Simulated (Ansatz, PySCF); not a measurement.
Stretching the Si2–O1 bond in H2OSi (SMILES O=[SiH2]) (multiplicity 1 held, fragments rigid). Energies count from the point at 1.519 Å.
Geometry at that point (charge 0, multiplicity 1):
```
atom    x (Å)    y (Å)    z (Å)
----  -------  -------  -------
O      1.0006  -0.4060  -0.0692
Si    -0.4045   0.1641   0.0280
H     -1.6181  -0.5359  -0.4515
H     -0.7239   1.4862   0.6135
```

R- and RO- levels are restricted; in cc, def2 and unpolarised 6-31G sets they are followed outwards from rest. U- levels take the lowest unrestricted solution at each point, which mixes spins at long bonds. Left out are points that failed, MP2 points that dive below the minimum, coupled-cluster points behind a jump of the amplitudes or a sharp parting from full CI or MRCI, small-basis points behind a change of solution, and semi-empirical points at long bonds. Levels need not reach the same state.

Frozen-core correlation. Rows in 6-31G* carry no dispersion term and start afresh at each structure (6-31G* with six Cartesian d functions).

Run with Ansatz (Gaussian basis) for Hartree–Fock, density functionals and correlated methods; PySCF for 6-31G* rows. Values without a source in brackets are computed.

Energies in kJ/mol.

| R (Å) | R-HF/6-31G* | R-PBE/cc-pV(T+d)Z | R-r2SCAN/cc-pV(T+d)Z | U-MP2/cc-pV(T+d)Z | R-SCS-MP2/cc-pV(T+d)Z | U-CCSD/cc-pV(T+d)Z |
|---|---|---|---|---|---|---|
| 1.216 | 464 | 494 | 474 | 492 | 488 | 474 |
| 1.368 | 71 | 96 | 85 | 93 | 91 | 83 |
| 1.519 | 0 | 0 | 0 | 0 | 0 | 0 |
| 1.671 | 72 | 37 | 48 | 108 | 43 | 53 |
| 1.823 | 198 | 127 | 148 | 278 | 143 | 160 |
| 2.051 | 391 | 285 | 319 | 447 | 352 | 331 |
| 2.279 | 518 | 432 | 475 | 602 | 569 | 470 |
| 2.659 | 620 | 619 | 672 | 698 | 770 | 603 |
| 3.039 | 663 | 740 | 795 | 722 | 855 | 644 |
| 3.495 | 685 | 824 | 871 | 730 | 895 | 656 |
| 4.103 | left out | 877 | 912 | 733 | 911 | 659 |
| 4.862 | left out | 902 | 931 | 733 | 916 | 660 |

Doubts at one or more of the structures used: a restricted determinant that unrestricted orbitals would lower (R-HF/6-31G*, R-PBE/cc-pV(T+d)Z, R-r2SCAN/cc-pV(T+d)Z, R-SCS-MP2/cc-pV(T+d)Z); a spin-contaminated determinant (U-MP2/cc-pV(T+d)Z, U-CCSD/cc-pV(T+d)Z); T1 above 0.05 (U-CCSD/cc-pV(T+d)Z); the program's own flag: large difference (U-CCSD/cc-pV(T+d)Z).

Ansatz is a first-principles code.
